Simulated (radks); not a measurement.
Values are calculated unless marked as measured or tabulated.
Numerical settings for neutral thallium, [Hg] 6p1. Level of theory: Dirac Kohn-Sham, LDA (Slater exchange, Perdew-Wang correlation), spin-unpolarised, spherical densities, finite nucleus; open shells fill j = l - 1/2 first; Fermi nuclear charge, rms radius 5.4759 fm (a radial shooting solver on a logarithmic mesh with Libxc functionals). The defaults (mesh step 0.008 in ln r, mesh end at 40 bohr or more with all orbitals vanishing there, Anderson mixing 0.5 over 9 steps, residual threshold near 1e-9 with the energy settled to 1e-9 hartree or 1e-11 of itself, here a cap of 93 iterations) give E = -20272.552 hartree and 6p1/2 at -3.070 eV in 15 iterations. Run on one thread of a shared host, so times are rough (Arm Neoverse N1): 0.24 s of CPU time, 0.24 s wall, 15 iterations on 2440 mesh points. Changes against that run (0 stands for a change within the tolerance of the run):

mesh step in ln r 0.005: iterations 15; converged yes; E (mhartree) 0; e(6p1/2) (meV) 0; CPU (s) 0.37
mesh step in ln r 0.02: iterations 15; converged yes; E (mhartree) +0.00128; e(6p1/2) (meV) 0; CPU (s) 0.11
mesh step in ln r 0.05: iterations 15; converged yes; E (mhartree) +0.292; e(6p1/2) (meV) +0.00377; CPU (s) 0.06
mesh end (bohr) 20: iterations 15; converged yes; E (mhartree) 0; e(6p1/2) (meV) +0.0122; CPU (s) 0.22
mesh end (bohr) 2: iterations 14; converged level above zero; E (mhartree) +1.7e+04; e(6p1/2) (meV) +1.29e+05; CPU (s) 0.16
residual threshold 0.01: iterations 9; converged yes; E (mhartree) 0; e(6p1/2) (meV) +1.13; CPU (s) 0.18
residual threshold 0.001: iterations 9; converged yes; E (mhartree) 0; e(6p1/2) (meV) +1.13; CPU (s) 0.18
mixing 2.5: iterations 18; converged yes; E (mhartree) 0; e(6p1/2) (meV) 0; CPU (s) 0.28
linear mixing, mixing 1: iterations 93; converged no; E (mhartree) +4.59e+05; e(6p1/2) (meV) -1.01e+06; CPU (s) 5.5
linear mixing, mixing 0.5: iterations 30; converged yes; E (mhartree) 0; e(6p1/2) (meV) 0; CPU (s) 0.36
mixing history 2: iterations 21; converged yes; E (mhartree) 0; e(6p1/2) (meV) 0; CPU (s) 0.29
iteration cap 8: iterations 8; converged no; E (mhartree) 0; e(6p1/2) (meV) +1.13; CPU (s) 0.13

Settled on a wrong energy, with an occupied level pushed above zero by the early mesh end: mesh end (bohr) 2 (+17 hartree). Apart from these: no run marked as converged misses the energy by more than 1 mhartree. A mesh that ends early acts as a hard wall.
